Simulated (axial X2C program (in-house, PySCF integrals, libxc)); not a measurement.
## Bond lengths and stretching modes, held linear, of ClTeCl⁺

Computed with an in-house all-electron X2C program for linear molecules (integrals from PySCF): two-component X2C with atomic mean-field Coulomb and Gaunt terms, Gaussian nuclei, basis Cl dyall-av3z, Te dyall-v3z with contracted cores. Spin-free rows use the one-electron spin-free X2C Hamiltonian.

Masses Cl 34.969, Te 129.906, Cl 34.969 u. States: 2c Ω = 1/2 (beyond evenly filled blocks: ω = 1/2); spin-free M_S = 1/2, Λ = 1 (beyond evenly filled blocks: π+α).

BHandHLYP, 2c: energies above the lowest point

| r(Cl–Te) (Å) | r(Te–Cl) (Å) | E (meV) |
| --- | --- | --- |
| 2.2942 | 2.2942 | 42.60 |
| 2.2942 | 2.3530 | 15.82 |
| 2.2942 | 2.4118 | 38.51 |
| 2.3530 | 2.2942 | 15.82 |
| 2.3530 | 2.3530 | 0.00 |
| 2.3530 | 2.4118 | 32.92 |
| 2.3530 | 2.4707 | 103.16 |
| 2.4118 | 2.2942 | 38.51 |
| 2.4118 | 2.3530 | 32.92 |
| 2.4118 | 2.4118 | 75.37 |
| 2.4707 | 2.3530 | 103.16 |
| 2.4707 | 2.4707 | 242.12 |

Problem. Fit a quadratic surface with cubic terms in each bond: where is the minimum, and what are the two stretching wavenumbers?

Solution. At BHandHLYP, 2c: bonds 2.343 and 2.343 Å; harmonic stretches 366.7 and 375.3 cm⁻¹; force constants 2.33, 2.33 and coupling 0.44 mdyn/Å.

The other levels and Hamiltonians give:

| Hamiltonian | level | r(Cl–Te) (Å) | r(Te–Cl) (Å) | lower stretch (cm⁻¹) | upper stretch (cm⁻¹) |
| --- | --- | --- | --- | --- | --- |
| 2c | PBE0 | 2.350 | 2.350 | 357.4 | 369.4 |
| spin-free | PBE0 | 2.348 | 2.348 | 359.2 | 359.5 |

Each state is one determinant, the lowest of a limited PBE0 search; the stretches come from a fit to these few points and carry an uncertainty of a few per cent. Other orders of the atoms were not compared. Left out for rough or failed fits: HF 2c, MP2 2c, HF spin-free, BHandHLYP spin-free, MP2 spin-free. The molecule was held linear; bending was not examined, so a bent shape may lie lower. Note: functional without a current term on a determinant with orbital currents, of the molecule or an atom.
